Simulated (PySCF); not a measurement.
PySCF job for C4H2BrCl, SMILES C(=C(\Br)C#C)/Cl, TDA-PBE/def2-SVPD. Coordinates come from a ωB97X-D3(BJ)/def2-SVP optimisation. The structure was generated by enumeration; whether it is a known compound was not checked.

```python
import numpy as np
from pyscf import gto, scf, dft, tdscf

mol = gto.M(
    atom='''
    C     2.65894329    0.74654893   -0.00000000
    C     1.48338450    0.46211113    0.00000000
    C     0.09881855    0.10805656    0.00000000
    Br   -0.29038609   -1.74193795    0.00000000
    C    -0.91906488    0.98045577   -0.00000001
    Cl   -0.67714025    2.67787255    0.00000000
    H     3.70355044    1.00598903    0.00000000
    H    -1.96114173    0.65497150   -0.00000000
    ''',
    basis='def2-SVPD',
    charge=0,
    spin=0,
    symmetry=True,
    max_memory=1600,
    verbose=4,
)
mf = dft.RKS(mol, xc='pbe').density_fit(auxbasis='def2-universal-jkfit')
mf.grids.level = 3
mf.conv_tol = 1e-9
mf.max_cycle = 100
mf.kernel()
mf.grids = dft.Grids(mol).set(level=1).build(with_non0tab=True)  # coarser grid for the response kernel
td = tdscf.TDA(mf)
td.singlet = True
td.nstates = 10
td.conv_tol = 1e-4
td.positive_eig_threshold = 1e-6
td.kernel(x0=td.get_init_guess(mf, 15))
td.analyze()
tt = tdscf.TDA(mf)
tt.singlet = False
tt.nstates = 4
tt.conv_tol = 1e-4
tt.positive_eig_threshold = 1e-6
tt.kernel(x0=tt.get_init_guess(mf, 9))
tt.analyze(verbose=3)
```

It prints:

```
PySCF version 2.14.0

[INPUT] verbose = 4
[INPUT] num. atoms = 8
[INPUT] num. electrons = 78
[INPUT] charge = 0
[INPUT] spin (= nelec alpha-beta = 2S) = 0
[INPUT] symmetry True subgroup None
[INPUT] Mole.unit = angstrom
[INPUT] Symbol           X                Y                Z      unit          X                Y                Z       unit  Magmom
[INPUT]  1 C      2.658943290000   0.746548930000   0.000000000000 AA    5.024674598850   1.410773016287   0.000000000000 Bohr   0.0
[INPUT]  2 C      1.483384500000   0.462111130000   0.000000000000 AA    2.803190442425   0.873263474813   0.000000000000 Bohr   0.0
[INPUT]  3 C      0.098818550000   0.108056560000   0.000000000000 AA    0.186739995527   0.204197304363   0.000000000000 Bohr   0.0
[INPUT]  4 Br    -0.290386090000  -1.741937950000   0.000000000000 AA   -0.548750180483  -3.291785651486   0.000000000000 Bohr   0.0
[INPUT]  5 C     -0.919064880000   0.980455770000  -0.000000010000 AA   -1.736780913906   1.852792882550  -0.000000018897 Bohr   0.0
[INPUT]  6 Cl    -0.677140250000   2.677872550000   0.000000000000 AA   -1.279609620420   5.060445715991   0.000000000000 Bohr   0.0
[INPUT]  7 H      3.703550440000   1.005989030000   0.000000000000 AA    6.998696020112   1.901043751017   0.000000000000 Bohr   0.0
[INPUT]  8 H     -1.961141730000   0.654971500000   0.000000000000 AA   -3.706020761156   1.237716754396   0.000000000000 Bohr   0.0

nuclear repulsion = 412.018437670982
point group symmetry = Cs
symmetry origin: [ 1.69590805e-09 -7.26817674e-10 -1.45363548e-09]
symmetry axis x: [ 1.00000000e+00 -1.59829489e-09  6.19193196e-10]
symmetry axis y: [-1.59829489e-09 -1.00000000e+00  2.45100361e-10]
symmetry axis z: [-6.19193195e-10  2.45100353e-10  1.00000000e+00]
num. orbitals of irrep A' = 115
num. orbitals of irrep A" = 49
number of shells = 66
number of NR pGTOs = 268
number of NR cGTOs = 164
basis = def2-SVPD
ecp = {}


[settings echo left out]
init E= -3186.16063578077
HOMO (A") = -0.260502110752223  LUMO (A") = -0.124120550343187  gap/eV = 3.71113
cycle= 1 E= -3186.52779240822  delta_E= -0.367  |g|= 0.402  |ddm|= 12.1
HOMO (A") = -0.185017245071096  LUMO (A") = -0.0695252314184081  gap/eV = 3.14270
cycle= 2 E= -3186.473891169  delta_E= 0.0539  |g|= 0.556  |ddm|= 2.33
HOMO (A") = -0.21458333677622  LUMO (A") = -0.0862019949121069  gap/eV = 3.49343
cycle= 3 E= -3186.54378055907  delta_E= -0.0699  |g|= 0.269  |ddm|= 1.42
HOMO (A") = -0.225818298753128  LUMO (A") = -0.0956143011080468  gap/eV = 3.54303
cycle= 4 E= -3186.5641027281  delta_E= -0.0203  |g|= 0.0891  |ddm|= 0.491
HOMO (A") = -0.226150141224165  LUMO (A") = -0.0931943811806417  gap/eV = 3.61791
cycle= 5 E= -3186.56605395863  delta_E= -0.00195  |g|= 0.025  |ddm|= 0.221
HOMO (A") = -0.225400179448746  LUMO (A") = -0.0926274817038459  gap/eV = 3.61293
cycle= 6 E= -3186.56610735301  delta_E= -5.34e-05  |g|= 0.0202  |ddm|= 0.0934
HOMO (A") = -0.225159848575296  LUMO (A") = -0.092623865959379  gap/eV = 3.60649
cycle= 7 E= -3186.56621670254  delta_E= -0.000109  |g|= 0.0031  |ddm|= 0.0462
HOMO (A") = -0.225321695974765  LUMO (A") = -0.092779505389355  gap/eV = 3.60666
cycle= 8 E= -3186.56621909581  delta_E= -2.39e-06  |g|= 0.000656  |ddm|= 0.00996
HOMO (A") = -0.225298098146541  LUMO (A") = -0.092740621981406  gap/eV = 3.60707
cycle= 9 E= -3186.56621918044  delta_E= -8.46e-08  |g|= 0.000301  |ddm|= 0.00164
HOMO (A") = -0.225301961102724  LUMO (A") = -0.0927539517970755  gap/eV = 3.60682
cycle= 10 E= -3186.56621920729  delta_E= -2.69e-08  |g|= 6.34e-05  |ddm|= 0.000807
HOMO (A") = -0.225299005806288  LUMO (A") = -0.092749204025266  gap/eV = 3.60686
cycle= 11 E= -3186.5662192082  delta_E= -9.08e-10  |g|= 2.39e-05  |ddm|= 0.00014
HOMO (A") = -0.225302269222205  LUMO (A") = -0.0927534015781908  gap/eV = 3.60684
Extra cycle  E= -3186.5662192076  delta_E= 5.94e-10  |g|= 4.84e-05  |ddm|= 0.000142
converged SCF energy = -3186.5662192076
tot grids = 39312
Overwritten attributes  positive_eig_threshold  of <class 'pyscf.tdscf.rks.TDA'>


******** <class 'pyscf.tdscf.rks.TDA'> for <class 'pyscf.df.df_jk.DFSymAdaptedRKS'> ********
nstates = 10 singlet
deg_eia_thresh = 1.000e-03
wfnsym = None
conv_tol = 0.0001
eigh lindep = 1e-12
eigh level_shift = 0
eigh max_cycle = 100


Excitation energies (eV)
[4.23754719 4.65546588 4.83152331 5.18679238 5.25085612 5.53606836
 5.61151505 5.75076833 5.75161569 6.02728672]

** Singlet excitation energies and oscillator strengths **
Excited State   1:   A"      4.23755 eV    292.58 nm  f=0.0000
      39 -> 41       -0.70285
Excited State   2:   A"      4.65547 eV    266.32 nm  f=0.0002
      38 -> 40        0.70586
Excited State   3:   A'      4.83152 eV    256.62 nm  f=0.1931
      33 -> 40        0.12459
      37 -> 40        0.32460
      39 -> 40       -0.58589
Excited State   4:   A'      5.18679 eV    239.04 nm  f=0.0206
      36 -> 41       -0.12314
      37 -> 40       -0.45290
      38 -> 41        0.49341
      39 -> 40       -0.17265
Excited State   5:   A"      5.25086 eV    236.12 nm  f=0.0000
      36 -> 40       -0.70218
Excited State   6:   A"      5.53607 eV    223.96 nm  f=0.0000
      35 -> 40        0.70372
Excited State   7:   A"      5.61152 eV    220.95 nm  f=0.0001
      37 -> 41       -0.67145
      39 -> 42       -0.18951
Excited State   8:   A'      5.75077 eV    215.60 nm  f=0.1165
      36 -> 41       -0.40923
      37 -> 40       -0.27903
      38 -> 41       -0.43340
      38 -> 42       -0.10350
      39 -> 40       -0.18449
Excited State   9:   A"      5.75162 eV    215.56 nm  f=0.0005
      37 -> 41        0.18499
      39 -> 42       -0.67512
Excited State  10:   A'      6.02729 eV    205.70 nm  f=0.0675
      35 -> 41       -0.55310
      36 -> 41       -0.34924
      37 -> 40        0.14244
      38 -> 42        0.10066
      39 -> 40        0.12356

** Transition electric dipole moments (AU) **
state          X           Y           Z        Dip. S.      Osc.
  1        -0.0000     -0.0000      0.0005      0.0000      0.0000
  2         0.0000     -0.0000     -0.0453      0.0021      0.0002
  3         0.6774     -1.0827      0.0000      1.6310      0.1931
  4         0.3316     -0.2285      0.0000      0.1622      0.0206
  5        -0.0000      0.0000      0.0170      0.0003      0.0000
  6         0.0000     -0.0000      0.0089      0.0001      0.0000
  7         0.0000      0.0000      0.0299      0.0009      0.0001
  8         0.8894     -0.1904     -0.0000      0.8272      0.1165
  9         0.0000      0.0000     -0.0596      0.0035      0.0005
 10        -0.5830      0.3425      0.0000      0.4572      0.0675

** Transition velocity dipole moments (imaginary part, AU) **
state          X           Y           Z        Dip. S.      Osc.
  1        -0.0000     -0.0000     -0.0361      0.0013      0.0056
  2        -0.0000     -0.0000     -0.0027      0.0000      0.0000
  3        -0.0278     -0.0322      0.0000      0.0018      0.0068
  4        -0.0342     -0.0055      0.0000      0.0012      0.0042
  5         0.0000      0.0000      0.0146      0.0002      0.0007
  6         0.0000      0.0000      0.0039      0.0000      0.0001
  7         0.0000      0.0000      0.0574      0.0033      0.0107
  8         0.0923     -0.0298     -0.0000      0.0094      0.0297
  9         0.0000      0.0000      0.0296      0.0009      0.0028
 10        -0.0414      0.0292      0.0000      0.0026      0.0077

** Transition magnetic dipole moments (imaginary part, AU) **
state          X           Y           Z
  1        -0.1717      0.0063     -0.0000
  2        -0.3091      0.1623      0.0000
  3        -0.0000      0.0000     -0.0302
  4        -0.0000     -0.0000     -0.3971
  5        -0.3384     -0.1479      0.0000
  6        -0.1607     -0.5496      0.0000
  7        -0.1982      0.0936      0.0000
  8        -0.0000     -0.0000      0.0889
  9        -0.0614     -0.1004      0.0000
 10         0.0000      0.0000     -0.1052


******** <class 'pyscf.tdscf.rks.TDA'> for <class 'pyscf.df.df_jk.DFSymAdaptedRKS'> ********
nstates = 4 triplet
deg_eia_thresh = 1.000e-03
wfnsym = None
conv_tol = 0.0001
eigh lindep = 1e-12
eigh level_shift = 0
eigh max_cycle = 100


Excitation energies (eV)
[3.02588759 3.90869683 4.47384783 4.60119727]

** Triplet excitation energies and oscillator strengths **
Excited State   1:   A'      3.02589 eV    409.74 nm  f=0.0000
Excited State   2:   A"      3.90870 eV    317.20 nm  f=0.0000
Excited State   3:   A"      4.47385 eV    277.13 nm  f=0.0000
Excited State   4:   A'      4.60120 eV    269.46 nm  f=0.0000
```

Self-consistency was reached.
